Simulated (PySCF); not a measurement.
Br₃O₂Re, multiplicity 1. Atoms are numbered in the order given.

```xyz
6

Re     0.0000     0.0000    -0.4825
O      0.0000    -1.3999    -1.4328
O      0.0000     1.3999    -1.4328
Br     0.0000     0.0000     2.0276
Br     2.4698     0.0000    -0.1693
Br    -2.4698     0.0000    -0.1693
```

Geometry optimised at B3LYP-D3(BJ)/def2-SVP. The multiplicity is an assumed one; other spin states were not compared. The def2 effective core potentials stand for the cores of Re; spin–orbit coupling is left out.

Method: PBE0/def2-TZVP (PySCF).

Symmetry labels are those of the subgroup C2v that the program uses (full group C2v).

Question: List the valence orbital energies around the gap with their symmetry. (The exact figures need the calculation; the answer reports its results.)

Answer: 
```tsv
orbital	symmetry	energy (eV)
HOMO−7	B1	-11.02
HOMO−6	A1	-10.74
HOMO−5	B2	-9.63
HOMO−4	B1	-9.41
HOMO−3	A2	-9.05
HOMO−2	A1	-8.98
HOMO−1	B2	-8.94
HOMO	B1	-8.14
LUMO	B1	-5.35
LUMO+1	A2	-4.57
LUMO+2	A1	-3.28
LUMO+3	A1	-2.35
```
